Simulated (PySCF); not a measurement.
**Choosing a basis for TDDFT**

Species: ethylbenzene, C₈H₁₀.
SMILES: `CCc1ccccc1`

TDDFT with PBE0 (PySCF), vertical singlets, core orbitals frozen in the response, spherical d and f functions. One conformer (not necessarily the lowest) at the PBE0-D3(BJ)/def2-SVP geometry, without solvent, vibrations or thermal averaging.

Problem. Compare 6-31G*, def2-SVP, 6-31+G*, def2-SVPD and aug-cc-pVDZ for this molecule.

Solution. 

| basis | functions | diffuse | S1 (eV) | S2 (eV) | S3 (eV) | S4 (eV) | S5 (eV) | LUMO (eV) | α (au) |
| --- | --- | --- | --- | --- | --- | --- | --- | --- | --- |
| 6-31G* | 132 | no | 5.53 | 6.25 | 7.23 | 7.23 | 7.77 | 0.28 | 77.9 |
| def2-SVP | 162 | no | 5.47 | 6.17 | 7.14 | 7.14 | 7.65 | -0.03 | 82.1 |
| 6-31+G* | 164 | yes | 5.41 | 6.01 | 6.28 | 6.47 | 6.71 | -0.15 | 89.9 |
| def2-SVPD | 240 | yes | 5.39 | 6.05 | 6.75 | 6.90 | 6.98 | -0.21 | 93.0 |
| aug-cc-pVDZ | 274 | yes | 5.35 | 5.92 | 6.07 | 6.25 | 6.43 | -0.25 | 95.7 |

States are compared by their number. Against the largest diffuse basis here (aug-cc-pVDZ, itself not a converged limit), sets without diffuse functions differ by up to 0.18 eV in S1 and 1.33 eV in S5; the smaller diffuse sets differ by up to 0.05 and 0.55 eV. State by state, the largest deviation of a set without diffuse functions is S1 0.18, S2 0.33, S3 1.16, S4 0.98, S5 1.33 eV. The same number needn't mean the same state in each row. Against aug-cc-pVDZ the polarisability deviates by -19% in 6-31G*, -14% in def2-SVP, -6% in 6-31+G*, -3% in def2-SVPD. A single + in a Pople set puts diffuse functions on heavy atoms only.
